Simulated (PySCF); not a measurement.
# Cd⁺ (cadmium, charge +1) across methods

[Kr] 4d9 5s2, 2D determinant (an excited configuration). Calculation: PySCF 2.14, in x2c-TZVPPall with one added diffuse shell each of s, p, d, f type (9s7p7d3f1g, 95 functions); the spin-free X2C one-electron Hamiltonian (Gaussian nucleus).

```csv
method,E (hartree),mean ε 4d β (eV),mean ε 5s α (eV),mean ε 5s β (eV),Σ⟨r²⟩ (bohr²),⟨S²⟩
BP86,-5593.96,-24.486,-14.953,-14.726,41.70,0.750
PBE0,-5592.97,-26.648,-15.526,-15.278,41.79,0.751
UHF,-5590.71730,-32.430,-17.034,-16.713,42.44,0.752
wB97M-V,-5592.92,-29.168,-17.640,-17.421,41.97,0.751
BHandHLYP,-5593.30,-28.772,-16.281,-16.063,41.96,0.751
TPSSh,-5593.08,-25.346,-14.976,-14.726,41.80,0.751
r2SCAN,-5593.31,-24.874,-14.912,-14.696,41.71,0.751
PBE,-5592.89,-24.362,-14.740,-14.504,41.81,0.751
LDA,-5587.63,-24.532,-15.102,-14.881,41.68,0.750
```
